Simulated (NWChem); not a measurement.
## Correlation energy of FIn

```
In
F 1 2.0049
```
Charge 0, spin multiplicity 1.

Program: NWChem. All single points use one geometry, from B3LYP/def2-SVP with def2 effective core potentials on In, a minimum by its harmonic frequencies.

Basis set: def2-SVP. Each correlation energy counts from its own Hartree-Fock reference.

Effective core potentials replace the inner electrons of In; spin-orbit coupling is left out. The correlated methods keep 5 core orbitals frozen. The structure started from a generated list of species. Coupled-cluster values serve here as a point of comparison, not as the truth.

Task: For the correlation energy, MP2 gives -254.8 mHa and SCS-MP2 gives -246.9 mHa. What do CR-CCSD[T], CR-CCSD(T), CCSD give?

Result: CR-CCSD[T]: -272.4 mHa; CR-CCSD(T): -271.3 mHa; CCSD: -266.5 mHa.
